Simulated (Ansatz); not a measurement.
Energy landscape of Cl2Si, singlet: symmetric bend, bond length relaxed. Scanned: Cl-Si-Cl angle. Other coordinates (Si-Cl bond length) were minimised at PBE0/def2-TZVP.

The free coordinates were minimised at PBE0/def2-TZVP in PySCF; the energy column is CCSD(T) on RHF/aug-cc-pVQZ, frozen core (Ansatz, an electronic-structure program), in kJ/mol.

| a / ° | Si-Cl bond length / Å | E |
|---|---|---|
| 180 | 2.194 | 182.7 |
| 167 | 2.183 | 171.0 |
| 157 | 2.162 | 147.3 |
| 147 | 2.136 | 114.8 |
| 137 | 2.112 | 78.8 |
| 127 | 2.093 | 45.0 |
| 117 | 2.080 | 17.8 |
| 107 | 2.076 | 1.1 |
| 97 | 2.082 | 0.0 |
| 87 | 2.103 | 22.3 |
| 80 | 2.133 | 59.0 |
